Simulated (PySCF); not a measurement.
Ga(F)(Cl)(vinyl) (C2H3ClFGa), SMILES [Cl][Ga]([CH]=C)[F].

The structure is a stationary point at ωB97X-D3(BJ)/def2-SVP. The structure was generated by enumeration; whether it is a known compound was not checked. The values are those of a single conformer.

All values below come from CAM-B3LYP/def2-TZVP in PySCF.

Isolated molecule, no solvent.

Problem. Estimate the frontier levels, gap, dipole moment and polarisability. (The exact figures need the calculation; the answer reports its results.)

Solution. 
- highest occupied level: -10.12 eV
- lowest empty level: -0.78 eV
- orbital gap: 9.34 eV
- dipole moment: 0.697 e·Å
- quadrupole, principal values (traceless, Buckingham form, about the centre of nuclear charge): -5.61, 2.63, 2.98 D·Å
- mean static polarisability: 58.4 bohr³ (8.66 Å³)
- polarisability, principal values: 39.0, 64.3, 72.0 bohr³
